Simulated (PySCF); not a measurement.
C4H4ClF, SMILES CC=C=C(F)Cl. Atoms are numbered in the order given.

```xyz
10

C     -3.0099    -0.0495    -0.2323
C     -1.7157    -0.2176    -0.9792
C     -0.5224    -0.2802    -0.4361
C      0.6620    -0.3189     0.1131
F      1.2648    -1.4407     0.5152
Cl     1.6464     1.0868     0.4002
H     -3.5327     0.8601    -0.5737
H     -2.8480     0.0209     0.8520
H     -3.6831    -0.8993    -0.4364
H     -1.7921    -0.2942    -2.0746
```
Charge 0, spin multiplicity 1.

The structure is a stationary point at B3LYP-D3(BJ)/def2-SVP.

These are PBE/pcSseg-1 (PySCF) values and carry that method's errors.

GIAO shieldings, no solvent; atoms alike by connectivity are averaged. δ = σ(ref) − σ: ¹³C against TMS (σ = 182.0 ppm); ¹⁹F against CFCl3 (σ = 133.6 ppm); ³⁵Cl against HCl (σ = 936.5 ppm); ¹H against TMS (σ = 31.49 ppm), references at their B3LYP-D3(BJ)/def2-TZVP geometries, non-relativistic (without spin–orbit terms, shifts of atoms bonded to Cl or Br come out too high).

Task: Estimate the chemical shifts. (Estimate from the structure and the level; the computed values follow.)

Result: 
```csv
nucleus,atoms,count,δ (ppm)
¹³C,C3,1,203.0
¹³C,C4,1,149.9
¹³C,C2,1,117.8
¹³C,C1,1,24.4
¹⁹F,F5,1,-111.1
³⁵Cl,Cl6,1,298.9
¹H,H10,1,6.69
¹H,"H7, H8, H9",3,2.29
```
